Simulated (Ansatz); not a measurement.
`CO[SiH2][SiH2]Cl` + `O[SiH3]` → `CO[SiH2]O[SiH3]` + `[SiH3]Cl`  (cleavage of the Si–Si bond)

Program: Ansatz. Geometries: PBE0-D4/def2-TZVP. ΔE: electronic, gas phase. CCSD(T)/CBS is the MP2 limit (def2-TZVPP, def2-QZVPP) plus CCSD(T) − MP2 in def2-TZVPP, frozen cores. This one scheme is used for every species. One conformer a species, not always the lowest.

`CO[SiH2][SiH2]Cl`:

Z-matrix (Å, degrees):
```
C
O 1 1.411
H 1 1.091 2 108.3
H 1 1.096 2 111.3 3 -119.3
H 1 1.096 2 111.3 3 119.3
Si 2 1.645 1 122.8 3 -180.0
Si 6 2.339 2 106.7 1 -179.9
H 6 1.492 2 111.1 1 -59.6
H 6 1.492 2 111.1 1 59.8
Cl 7 2.068 6 106.4 2 179.7
H 7 1.484 6 112.7 2 61.7
H 7 1.484 6 112.7 2 -62.2
```

`O[SiH3]`:

Cartesian coordinates in Å:
```
O -0.549 1.017 0.554
Si 0.001 -0.354 -0.176
H 0.096 1.671 0.823
H 0.730 -0.049 -1.438
H -1.200 -1.167 -0.473
H 0.922 -1.117 0.710
```

`CO[SiH2]O[SiH3]`:

```xyz
13

C    -2.080    0.456    0.486
O    -0.837    0.981    0.898
Si    0.411    1.266   -0.115
O     1.028   -0.111   -0.736
Si    1.688   -1.561   -0.360
H    -2.811    0.647    1.273
H    -2.432    0.927   -0.439
H    -2.015   -0.625    0.325
H     1.430    1.959    0.703
H    -0.046    2.071   -1.275
H     2.392   -2.077   -1.559
H     2.653   -1.419    0.763
H     0.620   -2.516    0.036
```

`[SiH3]Cl`:

Cartesian coordinates in Å:
```
Si -0.024 -0.104 -0.072
Cl 0.358 1.556 1.075
H 0.648 0.064 -1.380
H -1.488 -0.222 -0.255
H 0.506 -1.294 0.632
```

```csv
species,CCSD(T)/CBS(def2) energy (Eh)
`CO[SiH2][SiH2]Cl`,-1155.44170
`O[SiH3]`,-366.69042
`CO[SiH2]O[SiH3]`,-771.48835
`[SiH3]Cl`,-750.69636
```

Q: Work out ΔE.

A: ΔE = (-771.48835) + (-750.69636) − (-1155.44170) − (-366.69042) = -0.05259 Eh = -1.43 eV.

Largest T1 diagnostic among the species: 0.011.

From r2SCAN to r2SCAN0 (25 % exact exchange), in def2-TZVPP and without D4, ΔE moves by −0.04 eV. In def2-TZVPP, CCSD(T) changes the Hartree–Fock value by +0.23 eV (the triples alone add +0.03 eV) and MP2 by +0.17 eV. Leaving LDA and LC-ωPBE aside and taking each functional with its dispersion term where it has one, the values, not all of them listed here, spread over 0.38 eV, from BHLYP-D4 to PBE-D4. LDA lies −0.06 eV from PBE without D4.
